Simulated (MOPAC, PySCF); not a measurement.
H$_{4}$Br$_{2}$N$_{2}$Si, SMILES `N[Si](N)(Br)Br`, neutral singlet in the gas phase. 

Cartesian coordinates (Å):
```xyz
9

N      1.4715    -0.1777    -0.0498
Si    -0.1110     0.4217     0.0188
N     -1.1927    -0.8813     0.0026
Br    -0.7659     1.7180    -1.6896
Br    -0.1405     1.7250     1.8432
H      1.7374    -0.8079    -0.7911
H      2.2445     0.3760     0.2824
H     -2.1451    -0.7536    -0.2993
H     -1.0982    -1.6201     0.6828
```
Charge 0, spin multiplicity 1.

All levels are single points at this geometry (B3LYP-D3(BJ)/def2-TZVP); Pople sets use spherical d functions. Orbital energies aren't observables, and empty levels follow the basis.

```
level                          HOMO (eV)  LUMO (eV)  gap (eV)  dipole (D)  vertical IE, Delta-SCF (eV)
-----------------------------  ---------  ---------  --------  ----------  ---------------------------
M06-2X/def2-TZVP in PySCF          -9.10       0.88      9.98        2.52                            –
PBE-D3(BJ)/def2-TZVP in PySCF      -6.43      -0.83      5.60        2.55                            –
B3LYP/3-21G in PySCF               -7.10       0.16      7.27        3.04                            –
B3LYP/6-31G* in PySCF              -7.38      -0.04      7.34        2.94                         9.45
SVWN5/6-31G* in PySCF              -6.40      -0.94      5.46        3.05                            –
PM3 in MOPAC                       -9.84      -1.62      8.22        4.92                            –
```
